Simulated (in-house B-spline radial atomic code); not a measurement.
Configurations of Sc4+, with energies counted from [Ne] 3s2 (3p1/2)2 (3p3/2)3. Level of theory: Dirac-Hartree-Fock, average of each configuration as written, Fermi nucleus of rms radius 3.5459 fm; calculated with a B-spline radial code for spherical atoms. Energies include first-order Breit, QED and recoil terms.

Occupations are held fixed; configurations that lie above the ionisation limit could autoionise.

```
                      configuration  E - E(ref) (eV)  highest orbital  its <r> (bohr)
         [Ne] 3s2 (3p1/2)1 (3p3/2)4          0.54076            3p3/2           1.097
         [Ne] 3s2 (3p3/2)4 (4p3/2)1            57.28            4p3/2           2.699
[Ne] 3s1 (3p1/2)2 (3p3/2)3 (4p1/2)1            82.22            4p1/2           2.689
[Ne] 3s1 (3p1/2)1 (3p3/2)4 (7p3/2)1           110.16            7p3/2           11.02
 [He] 2s2 (2p1/2)2 (2p3/2)3 3s2 3p6           375.44            3p3/2            1.05
```

Q: Order these further configurations by energy, lowest first.
A. [Ne] 3s1 (3p1/2)2 (3p3/2)3 (5d5/2)1
B. [Ne] 3s1 (3p1/2)2 (3p3/2)3 (6g7/2)1
C. [Ne] 3s2 (3p1/2)1 (3p3/2)3 (7d3/2)1
D. [Ne] 3s2 (3p1/2)2 (3p3/2)2 (6p1/2)1
E. [Ne] 3s2 (3p3/2)4 (5g7/2)1

A: D (78.591 eV), E (80.04 eV), C (84.021 eV), A (102.37 eV), B (109.24 eV).
